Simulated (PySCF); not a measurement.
**Electron correlation in Pm³⁸⁺ (promethium, charge +38)**

Starting occupation: [Ar] 3d5, 3d3/2 with m_j = -3/2, -1/2, +1/2, +3/2, 3d5/2 with m_j = +5/2. Computed with PySCF 2.14 in an uncontracted even-tempered set (16 s from 7.7 bohr⁻², ratio 2.8; 12 p from 10 bohr⁻², ratio 2.8; 8 d from 10 bohr⁻², ratio 2.8; 3 f from 35 bohr⁻², ratio 3), with X2C-1e with screened-nucleus spin-orbit coupling, Gaussian nucleus. Frozen: [Ne]; 13 electrons correlated; the 74 highest virtual spinors left out.

MP2 pair energies summed by pair of shells (mhartree):

```tsv
pair	energy	share (%)
3d3/2-3p3/2	-112.42	23.3
3p3/2-3p3/2	-100.61	20.8
3d3/2-3d3/2	-62.09	12.9
3d5/2-3p3/2	-32.84	6.8
3p1/2-3p3/2	-31.12	6.4
3d3/2-3d5/2	-28.86	6.0
3d3/2-3p1/2	-26.28	5.4
3p3/2-3s1/2	-25.92	5.4
3d3/2-3s1/2	-23.41	4.8
3p1/2-3s1/2	-11.55	2.4
3s1/2-3s1/2	-7.77	1.6
3p1/2-3p1/2	-7.65	1.6
3d5/2-3s1/2	-6.41	1.3
3d5/2-3p1/2	-6.23	1.3
```

Total MP2 correlation energy: -483.18 mhartree.

At this charge the one-electron X2C treatment keeps the bare 1/r₁₂, with no two-electron picture change or Breit term. The effect here is smaller than on the frozen 1s shell.
